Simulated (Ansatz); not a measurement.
Total energies of C6H17InSe, SMILES `C[CH2][In-]([SeH2+])([CH2]C)[CH2]C`.

```
atom   x (Å)   y (Å)   z (Å)
  C1  -2.418  -1.336  -0.606
  C2  -0.931  -1.646  -0.496
 In3   0.326   0.102  -0.097
 Se4   0.021   1.163  -2.930
  C5   2.498  -0.126  -0.068
  C6   2.967  -1.550   0.206
  C7  -0.658   1.853   0.775
  C8  -0.877   1.724   2.279
  H9  -2.633  -0.625  -1.412
 H10  -3.021  -2.229  -0.808
 H11  -2.806  -0.886   0.312
 H12  -0.754  -2.362   0.313
 H13  -0.568  -2.137  -1.405
 H14  -1.392   0.763  -2.950
 H15  -0.332   2.511  -2.469
 H16   2.879   0.218  -1.036
 H17   2.905   0.565   0.676
 H18   2.575  -2.255  -0.533
 H19   4.059  -1.639   0.189
 H20   2.634  -1.906   1.186
 H21  -1.617   1.994   0.266
 H22  -0.054   2.740   0.556
 H23  -1.497   0.857   2.526
 H24  -1.375   2.603   2.706
 H25   0.068   1.603   2.819
```

Total charge 0; spin multiplicity 1. Correlated methods include outer-core shells of In, Se, which these sets cover unevenly. Scalar relativity is left out up to krypton. In: def2 effective core potential. Geometry: relaxed with PBE0-D4/def2-TZVP. It is one conformer, not always the lowest. Basis def2-TZVPP, Ansatz.

RPA on PBE orbitals: Hartree–Fock energy of these orbitals -2826.10943 Eh, correlation -2.71110 Eh (frozen core).

```tsv
functional	energy without D4 (Eh)	D4 term (kJ/mol)
LC-ωPBE	-2830.18687	–
ωB97X-V	-2830.31968	–
```

Question: Give the same for LDA (SPW92), PBE, revPBE, BLYP, r2SCAN, B97M-V, PBE0, B3LYP, r2SCANh, r2SCAN0, HSE06 (plane-wave form), BHLYP, CAM-B3LYP, ωB97M-V, B2PLYP, PBE-QIDH. (Best estimate.)

Answer: Computed: 
```
             functional  energy without D4 (Eh)  D4 term (kJ/mol)
            LDA (SPW92)             -2824.57951                 –
                    PBE             -2829.90881             -58.5
                 revPBE             -2830.39401            -157.2
                   BLYP             -2830.44989            -121.3
                 r2SCAN             -2830.52807             -16.8
                 B97M-V             -2830.19423                 –
                   PBE0             -2830.03637             -51.1
                  B3LYP             -2830.74369             -92.6
                r2SCANh             -2830.50369             -18.0
                r2SCAN0             -2830.46943             -19.7
HSE06 (plane-wave form)             -2830.02195             -48.4
                  BHLYP             -2830.36420             -76.7
              CAM-B3LYP             -2830.57516             -53.0
                ωB97M-V             -2830.27850                 –
                 B2PLYP             -2829.79013                 –
               PBE-QIDH             -2829.49112                 –
```

B3LYP takes the VWN-RPA correlation (the form of Gaussian; ORCA's B3LYP/G). HSE06 is the plane-wave form, built on full-range PBE exchange. The double hybrids freeze the cores in their second-order part.

LC-ωPBE has ω = 0.4 bohr⁻¹.
